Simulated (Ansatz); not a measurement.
CBr4, charge -1, doublet, at the geometry of the source list (a state made from the parent by changing its charge; the spin is typed, not shown lowest) (a gas-phase anion, which may not be bound at this level). Base run: R2SCAN/def2-SVP in Ansatz (a program for electronic structure).

Geometry (Å):
```xyz
5

Br     1.8853    -0.4327    -0.1584
C      0.0000     0.0000     0.0000
Br    -0.2677     1.8807    -0.3974
Br    -0.5992    -0.3707     1.8084
Br    -1.0185    -1.0772    -1.2526
```
Charge -1, spin multiplicity 2.
Orbitals are unrestricted.
All else is at Ansatz's defaults.
Base energy -10333.39659 Eh.

The base run was repeated with changes; each row names its change, and settings that it needs were set with it.

```json
[
 {"change": "base", "ΔE vs base (mEh)": "0.000"},
 {"change": "point_charge = charge:0.5 position_ang:-4.0052, -2.4794, -1.4909", "ΔE vs base (mEh)": "-57.056"},
 {"change": "forces = on", "ΔE vs base (mEh)": "0.000"},
 {"change": "lower_state_search = full", "ΔE vs base (mEh)": "0.000"},
 {"change": "accuracy = high", "ΔE vs base (mEh)": "-0.003"},
 {"change": "fitting.mean_field = cc-pVTZ-JKFIT", "ΔE vs base (mEh)": "-0.354"},
 {"change": "point_charge = charge:-1.0 position_ang:1.2141, 2.8046, 3.8822", "ΔE vs base (mEh)": "100.6"},
 {"change": "final_grid = 6, 12, 29", "ΔE vs base (mEh)": "-2.492"},
 {"change": "nuclear_model = gaussian", "ΔE vs base (mEh)": "50.348"},
 {"change": "lower_state_search = light", "ΔE vs base (mEh)": "0.000"},
 {"change": "fitting.mean_field = def2-universal-JKFIT", "ΔE vs base (mEh)": "-0.111"}
]
```

A gas-phase anion may not be bound at this level; its values then depend on the basis.
